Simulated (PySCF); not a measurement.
**How methods differ on the ionisation energy of Cd⁴¹⁺**

Cd⁴¹⁺ [He] 2s2 2p3 [2p1/2^2 2p3/2^1, M_J = 3/2] → Cd⁴²⁺ [He] 2s2 2p2 [2p1/2^2, M_J = 0], as a difference of total energies. Calculation: PySCF 2.14, in an uncontracted even-tempered set (17 s from 20 bohr⁻², ratio 2.4; 12 p from 26 bohr⁻², ratio 2.4; 5 d from 91 bohr⁻², ratio 2.6; 4 f from 140 bohr⁻², ratio 2.6); the two-component X2C-1e Hamiltonian. Correlated levels: nothing frozen; the 32 highest virtual spinors dropped. "Screened" scales the spin-orbit matrix elements by Boettger's factors to mimic the two-electron term; Breit and QED terms are absent.

| method | ionisation energy (eV) |
| --- | --- |
| GHF (spin-free) | 6559.0 |
| GMP2 (spin-free) | 6558.7 |
| GHF (screened spin-orbit) | 6467.5 |
| GMP2 (screened spin-orbit) | 6466.9 |

For this ion Breit and QED terms and the two-electron picture change, all absent here, outweigh the correlation shift from GHF to GMP2.

The spin-free rows relax to the high-spin LS determinant and lack the spin-orbit shift.

The labels give the starting determinants; with spin-orbit coupling the two ends relaxed to ⟨J²⟩ = 3.75, ⟨L²⟩ = 2.33, ⟨S²⟩ = 1.60 and ⟨J²⟩ = 0.00, ⟨L²⟩ = 1.33, ⟨S²⟩ = 1.33.

For comparison: 6460 ± 40 eV (semi-empirical (NIST evaluation); NIST Atomic Spectra Database, ionization energies).
